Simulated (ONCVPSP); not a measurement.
In (Z = 49), ONCV: configuration errors across variants

indium (In), optimised norm-conserving Vanderbilt (ONCV), made with ONCVPSP 4.0.1 (PBE, scalar-relativistic). Core [Kr], reference 4d10 5s2 5p1. Waves: 5s: rc 2.20 bohr, ncon 4, nbas 9, qcut 3.2 1/bohr, 2 projectors, debl 1.1 Ha; 5p: rc 2.10 bohr, ncon 4, nbas 8, qcut 3.5 1/bohr, 2 projectors, debl 3.2 Ha; 4d: rc 1.25 bohr, ncon 5, nbas 9, qcut 10 1/bohr, 2 projectors, debl 0.6 Ha. Local part: polynomial inside 0.95 bohr (lpopt 5, dvloc0 0 Ha). Core correction: Teter function, fcfact 5.25, rcfact 1.55.

In the d channel the program set the typed energies aside and used -0.684, 0.250 Ha.

All-electron excitation energies from the reference (eV): (1) 4d10 5s2 5p0 5.363; (2) 4d10 5s1 5p0 24.599; (3) 4d10 5s1 5p1 11.957.

1 further variants failed, have other tests or another functional or relativity, and are left out.

A true bound ghost makes a file unfit for plane-wave use even where its test errors are small: the radial tests pick states by their node count and pass the ghost by.

Errors AE − PS in meV (a dash: test not solved or not reliable):

```csv
change,(1),(2),(3),bound ghosts,GHOST(+) flags above zero
base,-2.2,-27,-9.6,"s, p",none
p: rc 2.08,-2.2,-27,-9.7,"s, p",none
"core correction Teter function, fcfact 2.7, rcfact 1.55",-1.5,-11,-5.2,"s, p",none
"s: ncon 3, nbas 8",-2.2,-26,-9.0,"s, p",none
d: rc 1.84,-1.8,-21,-8.2,"s, p",none
"local potential polynomial inside 0.90 bohr (lpopt 5, dvloc0 0 Ha)",-2.2,-27,-9.5,"s, p",s
```

Give the same row for: s: nproj 3.

-2.2, -27, -9.7; bound ghosts: s, p; GHOST(+) flags above zero: none.
